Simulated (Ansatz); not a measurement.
`[Cl][Sn]([Cl])([Cl])[SeH]` + `N[SiH2]F` → `N[SiH](F)[SeH]` + `[Cl][SnH]([Cl])[Cl]`  (formal exchange of groups at the Se–Sn bond)

Isolated molecules relaxed with PBE0-D4/def2-TZVP in Ansatz; ΔE leaves out vibrations. CBS: MP2 limit from def2 TZ/QZ plus the TZ coupled-cluster correction, frozen cores. Functionals use def2-TZVPP. Elements past krypton have def2 core potentials. For Se, Sn outer-core shells are correlated without core-valence functions, which leaves a few kJ/mol of doubt a bond. Scalar relativity is left out up to krypton. One conformer a species, not always the lowest.

```json
{"level": "BLYP", "ΔE (kJ/mol)": "23.4"}
{"level": "RPA@PBE/def2-TZVPP", "ΔE (kJ/mol)": "18.0"}
```

**Question.** What does CCSD(T)/CBS give? (Estimate.)

**Answer.** The calculation gave: +20.2 kJ/mol. The listed levels differ from it by 3.2, -2.2 kJ/mol.

Largest T1 diagnostic among the species: 0.011.

From BLYP to BHLYP (50 % exact exchange), in def2-TZVPP and without D4, ΔE moves by −6.0 kJ/mol. Leaving LDA and LC-ωPBE aside and taking each functional with its dispersion term where it has one, the values, not all of them listed here, spread over 17.8 kJ/mol, from B97M-V to BLYP-D4. LDA lies −7.9 kJ/mol from PBE without D4. At CCSD(T), def2-SVP lies +4.6 kJ/mol from the extrapolated value and def2-TZVPP −4.4 kJ/mol.

CCSD(T)/CBS has its own doubt, a few kJ/mol and more with outer-core shells, so smaller differences from it don't rank the levels.
